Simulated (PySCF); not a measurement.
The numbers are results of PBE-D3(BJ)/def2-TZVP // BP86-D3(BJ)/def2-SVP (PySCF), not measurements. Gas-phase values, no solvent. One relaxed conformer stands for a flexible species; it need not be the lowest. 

Reference species: [Sc(Cl)2(NH2)] (neutral, multiplicity 1).

```json
{
 "LUMO": "-3.33 eV",
 "coordination_number": "3"
}
```

Changed species: [Sc(Cl)3] (0 of 3 Cl replaced by NH2; the reference has 1 of 3 Cl replaced by NH2).

Task: What does the change do to the LUMO and coordination number?

Result: the LUMO drops by 0.86 eV, to -4.19 eV; the coordination number is nearly the same.
